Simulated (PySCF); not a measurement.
These are PBE-D3(BJ)/def2-TZVP // B3LYP-D3(BJ)/def2-TZVP (PySCF) values and carry that method's errors. Gas-phase values, no solvent. One relaxed conformer stands for a flexible species; it need not be the lowest. 

Reference species (SMILES): `C1=C[SiH2][SiH2]1` (neutral, multiplicity 1).

```json
{
 "HOMO": "-6.62 eV",
 "HOMO–LUMO gap": "4.85 eV"
}
```

Changed species: `[SiH2]=CC=[SiH2]` (Si–C–C–Si torsion 180°).

Question: Predict the effect on the HOMO and HOMO–LUMO gap.

Answer: the HOMO goes up by 2.05 eV, to -4.57 eV; the HOMO–LUMO gap falls by 2.97 eV, to 1.88 eV.
